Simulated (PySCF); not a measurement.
## Distorted geometries of [Yb(H2O)2]3+

[Yb(H2O)2]3+ (singlet in the valence; each metal's 4f electrons, 13 of them, lie in its core potential, out of spins and levels). PySCF 2.14.0, RKS B3LYP, Yb lcecp-1-SVP with ECP59, O def2-SVP, H def2-SVP; non-relativistic Hamiltonian with scalar-relativistic core potentials where named; density fitting; no spin-orbit coupling. Relaxed geometry:

```xyz
7

Yb   -1.0335   -0.3193   -0.0127
O     0.1504   -0.0047    1.7729
H     1.0162    0.4822    1.8762
H    -0.0498   -0.2992    2.7074
O     0.1670    0.0860   -1.7704
H     1.0737   -0.2602   -2.0095
H    -0.0708    0.6463   -2.5639
```

Order these distorted geometries by energy above the relaxed one, lowest first.
A.
```xyz
7

Yb   -1.0567   -0.2685   -0.0483
O     0.1635   -0.0538    1.7614
H     1.0164    0.4510    1.9425
H    -0.0212   -0.2861    2.7258
O     0.1472    0.0762   -1.7781
H     1.0492   -0.2506   -2.0428
H    -0.0454    0.6630   -2.5605
```
B.
```xyz
7

Yb   -0.9136   -0.2669    0.0226
O     0.1142   -0.0247    1.7865
H     0.9759    0.4521    1.8415
H    -0.0198   -0.2325    2.7201
O     0.1510   -0.0076   -1.8487
H     1.0960   -0.3385   -1.9517
H    -0.1506    0.7492   -2.5702
```
C.
```xyz
7

Yb   -1.0417   -0.3985    0.1062
O     0.2897   -0.1071    1.7166
H     0.8625    0.3686    1.7968
H    -0.1631   -0.4465    2.6765
O     0.4515    0.2044   -1.6817
H     0.9543   -0.1410   -2.0289
H    -0.1001    0.8511   -2.5855
```

A (0.07 eV), B (0.49 eV), C (8.10 eV).

Which forces (eV/Å) act in the one that lies 0.07 eV up?


```
Yb   0.06 -0.12  0.63
O    0.28  0.43  0.76
H   -0.11 -0.11 -0.65
H   -0.42 -0.31 -0.43
O    0.22  0.25 -0.38
H    0.26 -0.30  0.19
H   -0.29  0.16 -0.12
```
Forces carry noise of the integration grid, about 0.01 to 0.03 eV/Å.

An lcecp potential fixes the number of 4f electrons, so in runs with it no electron can move into or out of that shell.
